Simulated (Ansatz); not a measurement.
Reaction (SMILES): [SeH] (SeH) → H atom + Se atom
B3LYP-D3(BJ)/def2-TZVP geometries, fixed; electronic energies without zero-point terms.

Basis-set convergence of the atomisation energy at PBE with Ansatz (an electronic-structure program). All functions are spherical. The program fits the integrals of some runs and decomposes those of others, by size. Open shells are unrestricted. No added dispersion term, no relativity. Functions are those of the species that has most. Reference: the value in aug-cc-pV5Z, 78.89 kcal/mol, itself unsure by roughly 0.11 kcal/mol (its mean distance from pcseg-4, aug-pcseg-3, aug-cc-pVQZ). Deviations are taken from unrounded values.

```json
[
 {"basis": "pcseg-0", "functions": "24", "atomisation energy (kcal/mol)": "69.62", "minus reference (kcal/mol)": "-9.27"},
 {"basis": "cc-pVDZ", "functions": "32", "atomisation energy (kcal/mol)": "77.89", "minus reference (kcal/mol)": "-1.01"},
 {"basis": "pcseg-1", "functions": "32", "atomisation energy (kcal/mol)": "77.48", "minus reference (kcal/mol)": "-1.41"},
 {"basis": "aug-cc-pVDZ", "functions": "45", "atomisation energy (kcal/mol)": "78.15", "minus reference (kcal/mol)": "-0.75"},
 {"basis": "cc-pVTZ", "functions": "57", "atomisation energy (kcal/mol)": "78.68", "minus reference (kcal/mol)": "-0.22"},
 {"basis": "pcseg-2", "functions": "57", "atomisation energy (kcal/mol)": "78.45", "minus reference (kcal/mol)": "-0.44"},
 {"basis": "aug-cc-pVTZ", "functions": "82", "atomisation energy (kcal/mol)": "78.73", "minus reference (kcal/mol)": "-0.16"},
 {"basis": "cc-pVQZ", "functions": "98", "atomisation energy (kcal/mol)": "78.78", "minus reference (kcal/mol)": "-0.11"},
 {"basis": "pcseg-3", "functions": "101", "atomisation energy (kcal/mol)": "78.74", "minus reference (kcal/mol)": "-0.15"},
 {"basis": "aug-cc-pVQZ", "functions": "139", "atomisation energy (kcal/mol)": "78.81", "minus reference (kcal/mol)": "-0.09"},
 {"basis": "cc-pV5Z", "functions": "159", "atomisation energy (kcal/mol)": "78.83", "minus reference (kcal/mol)": "-0.06"},
 {"basis": "pcseg-4", "functions": "172", "atomisation energy (kcal/mol)": "78.77", "minus reference (kcal/mol)": "-0.12"},
 {"basis": "aug-cc-pV5Z", "functions": "220", "atomisation energy (kcal/mol)": "78.89", "minus reference (kcal/mol)": "0.00"}
]
```

The smallest set listed that lies within 2 kcal/mol of the reference with all its larger relatives (same family, alike in diffuse functions; a set with none counts only in the reference's own line) is cc-pVDZ (32 functions, -1.01 kcal/mol off), level with pcseg-1.
